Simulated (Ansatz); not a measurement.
`[SiH3][C@H]1B[Si@@H]1Br` + H₂ → `[SiH3]C1B[SiH2]1` + HBr at 600 K and 1 bar (hydrogenolysis of the Si–Br bond).

Computed with Ansatz on PBE0-D4/def2-TZVP structures; ΔE is electronic, products minus reactants. CCSD(T)/CBS adds triple-zeta CCSD(T) − MP2 to the extrapolated MP2 energy (def2 sets, frozen cores). This one scheme is used for every species. For Br outer-core shells are correlated without core-valence functions, which leaves a few kJ/mol of doubt a bond. Scalar relativity is left out up to krypton.

```
                  species  CCSD(T)/CBS energy (Eh)  H − E (kJ/mol)  S (J/(mol·K))
`[SiH3][C@H]1B[Si@@H]1Br`              -3217.91955           236.5          480.5
                       H₂                 -1.17544            43.9          150.8
       `[SiH3]C1B[SiH2]1`               -645.14605           246.2          427.5
                      HBr              -2573.91920            33.5          219.1
```

H − E and S are ideal-gas, rigid-rotor, harmonic terms from PBE0-D4/def2-TZVP, for one conformer and one mirror image of each species. The MP2-based limit puts H₂ 0.8 mEh under its directly extrapolated value; such offsets cancel only in part. 1 Eh = 2625.50 kJ/mol, R = 8.31446 J/(mol·K).

**Question.** By hand: ΔE, ΔH, ΔS and ΔG.

**Answer.** ΔE = (-645.14605) + (-2573.91920) − (-3217.91955) − (-1.17544) = 0.02974 Eh = 78.1 kJ/mol. Δ(H − E) = 246.2 + 33.5 − 236.5 − 43.9 = -0.7, so ΔH = 77.4 kJ/mol. ΔS = 427.5 + 219.1 − 480.5 − 150.8 = 15.3 J/(mol·K). ΔG = 77.4 − 600 × (15.3)/1000 = 68.2 kJ/mol.

**Question.** By hand: the equilibrium constant, and the temperature at which ΔG would vanish if ΔH and ΔS stayed fixed.

**Answer.** log₁₀ K = −ΔG/(RT ln 10) = -5.9. ΔG = 0 at ΔH/ΔS = 5059 K, far beyond where these terms or the molecules hold.

ΔH outweighs TΔS. A doubt of 5 kJ/mol in ΔE shifts log₁₀ K by 0.4 here. Other conformers and mirror images would add mixing entropy, several J/(mol·K) or more a flexible species. These are equilibria of isolated gas molecules and say nothing of rates. Largest T1 diagnostic: 0.014 (customary marks: 0.02 for closed shells, 0.045 for open ones).
